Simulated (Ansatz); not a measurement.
System: CHO, net charge 0, doublet state. It need not be the lowest isomer of its formula. 
Geometry from a B3LYP-D3(BJ)/def2-TZVP (Ansatz, a first-principles code) optimisation:
```
O
C 1 1.2674
H 1 0.9900 2 115.15
```
Charge 0, spin multiplicity 2.

Basis-set convergence of Hartree-Fock and MP2 correlation energies (hartree) with Ansatz. Cores are frozen in the correlated levels unless marked. Open shells are spin-unrestricted. No spin-orbit coupling. Non-relativistic.

```
basis       functions       E(HF)  E(corr, MP2)
----------  ---------  ----------  ------------
def2-SVP           33  -113.10553      -0.27174
def2-TZVPP         76  -113.24673      -0.34442
def2-QZVPP        144  -113.25174      -0.37174
```

Extrapolating the two largest sets (X = 3 and 4) as X^-3: E(corr) = (64·(-0.37174) - 27·(-0.34442))/37 = -0.3917 Eh, an estimate of the basis-set limit. The largest set recovers 94.9 % of it, the smallest 69.4 %.
